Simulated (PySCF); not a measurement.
# Bond lengths and vibrations by method: H4NSi cation

Calculated results; nothing here was measured. The program is PySCF 2.14.0, an open-source quantum chemistry code, run on an isolated molecule that a program drew, which may never have been made. The molecule is H4NSi cation (charge +1, singlet), drawn as the SMILES string `N[SiH2+]`.

The geometry was optimised and harmonic frequencies were computed with HF and MP2, all in the cc-pV(D+d)Z basis, for the commonest isotopes, with a restricted reference for singlets and an unrestricted one otherwise, and a frozen core in MP2. Each result is a local minimum of its method.

Geometry at the HF minimum:
```xyz
6
H4NSi cation, angstrom
N     1.2610    0.2118   -1.1311
Si    1.0248   -0.4813    0.3237
H     2.1705    0.4092   -1.5180
H     0.5145    0.4926   -1.7472
H     2.1933   -0.8387    1.1152
H    -0.3438   -0.7110    0.7641
```

Lengths of the bonds as drawn, in Å (atoms numbered as above):
| bond | HF | MP2 |
|---|---|---|
| N1-Si2 | 1.629 | 1.648 |
| N1-H3 | 1.008 | 1.023 |
| N1-H4 | 1.008 | 1.023 |
| Si2-H5 | 1.456 | 1.462 |
| Si2-H6 | 1.456 | 1.462 |

Rotational constants, in GHz:
```
constant     HF    MP2
       A  106.9  104.3
       B  15.19  14.89
       C   13.3  13.03
```

Harmonic frequencies in cm^-1, each column in rising order, so a row needn't be the same motion in every method:
| rank | HF | MP2 |
|---|---|---|
| 1 | 594 | 554 |
| 2 | 664 | 622 |
| 3 | 692 | 680 |
| 4 | 783 | ? |
| 5 | 951 | 894 |
| 6 | 986 | 935 |
| 7 | 1087 | 1030 |
| 8 | 1679 | 1554 |
| 9 | 2448 | 2387 |
| 10 | 2495 | 2442 |
| 11 | 3725 | 3540 |
| 12 | 3819 | 3646 |

**Estimate the missing MP2 frequency from the HF column.**

A single factor s that minimises the squared misfit of MP2 against s times HF over the other rows is sum(HF x MP2) / sum(HF^2) = 0.9568, with an rms misfit of 29 cm^-1. For rank 4 it gives 0.9568 x 783 = 749 cm^-1. The calculation gives 741 cm^-1, 8 cm^-1 below the estimate. The drawn bonds are on average 1.0 % longer in MP2 than in HF.
